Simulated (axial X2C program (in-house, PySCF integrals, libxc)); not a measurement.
# How long does CsBe take?

A bond scan computed with an in-house relativistic program for diatomic molecules. Basis: Cs dyall-cv3z [15s15p9d4f1g], Be dyall-cv3z [8s8p3d1f] (cores contracted in-house).

The run was started with this input:
```json
{"zs": [55, 4], "q": 0, "bas": ["dyall-cv3z", "dyall-cv3z"], "levels": ["PBE0", "HF", "TPSS"], "cc": true, "r0": 3.34, "thr": -2.0, "nmax": 90, "npts": 10, "nst": 2, "ntry": 6}
```
```bash
python so2c.py task.json out
```

Keys: zs atomic numbers; q charge; bas basis sets; levels methods; cc coupled cluster on or off; r0 starting distance in Å; thr threshold in hartree for freezing inner shells (an s shell follows its p shell); nmax most natural virtual spinors; npts points on the curve; nst determinants followed; ntry starts of the search. HF also brings MP2.

Hardware: 1 thread of Arm Neoverse V2, with other jobs on the host.

Wall time of one point of each curve, integrals apart:

```json
{"Hamiltonian": "spin-free", "level": "PBE0", "points": "10", "seconds a point": "0.46"}
{"Hamiltonian": "spin-free", "level": "HF", "points": "10", "seconds a point": "0.36"}
{"Hamiltonian": "spin-free", "level": "CCSD(T) (11 electrons, 89 virtuals)", "points": "7", "seconds a point": "4.8"}
{"Hamiltonian": "spin-free", "level": "TPSS", "points": "10", "seconds a point": "0.65"}
{"Hamiltonian": "2c", "level": "PBE0", "points": "10", "seconds a point": "0.63"}
{"Hamiltonian": "2c", "level": "HF", "points": "10", "seconds a point": "0.72"}
{"Hamiltonian": "2c", "level": "CCSD(T) (11 electrons, 90 virtuals)", "points": "7", "seconds a point": "5.4"}
{"Hamiltonian": "2c", "level": "TPSS", "points": "10", "seconds a point": "0.67"}
```

The rest:

Search with its distance optimisation 27 s, atoms 5.3 s, whole task 140 s. Coupled cluster runs on the points near the minimum only. The program drops outer points, and coupled cluster, when its time limit (not in the input) nears; MP2, further determinants and curves that did not converge are not in the table.
